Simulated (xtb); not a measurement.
FGa, charge +1, doublet, geometry from GFN2-xTB (such geometries of metal compounds can be far from the true shape) (a state made from the parent by changing its charge; the spin is typed, not shown lowest), atoms displaced at random by about 0.1 Å a coordinate. Base run: GFN1-xTB in xtb.

Input for xtb:
```
$ xtb mol.xyz --gfn 1 --chrg 1 --uhf 1 --opt --json

# file mol.xyz
2

Ga     0.10012310     0.09955383    -0.52533913
F     -0.33885985    -0.05004018     1.40894914
```

Each row names what was changed in the base input (with any setting that the change needs).

| change | ΔE vs base (kcal/mol) | optimiser steps |
|---|---|---|
| base | 0.000 | 8 |
| opt level = loose | 0.000 | 7 |
| opt level = lax | 0.000 | 8 |
| engine = lbfgs | 0.000 | - |
| alpb = dmf | -47.25 | 8 |
| opt level = tight | 0.000 | 8 |
| engine = inertial | 0.001 | - |
| opt level = sloppy | 0.000 | 7 |
| opt level = extreme | 0.000 | 10 |
| opt level = crude | 0.017 | 6 |
